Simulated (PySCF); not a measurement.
Species: sum formula SnO2H2, charge 1, multiplicity 2. 
Geometry from a B3LYP-D3(BJ)/def2-TZVP (Ansatz) optimisation:
```xyz
5

Sn     0.2547     0.1506     0.0447
O      0.0408    -1.7787    -0.0739
H      0.8021    -2.3770     0.0124
O     -1.5240     0.9020    -0.1861
H     -1.6727     1.8624    -0.1650
```
Charge +1, spin multiplicity 2.

Dispersion corrections to the total energy (kcal/mol) from the dftd3 and dftd4 libraries through PySCF: D3(BJ) without and D4 with the three-body term, each with the damping fitted for the functional named.

```csv
functional,D3(BJ),D4
BP86,___,-2.12
TPSS,___,-2.09
CAM-B3LYP,-1.42,-1.34
B2GP-PLYP,-1.71,-0.64
TPSSh,-1.94,-1.87
revPBE,-3.95,-4.36
B2PLYP,___,-1.06
```

Some entries are withheld; supply them.


- BP86, D3(BJ): -2.94
- TPSS, D3(BJ): -2.10
- B2PLYP, D3(BJ): -1.58
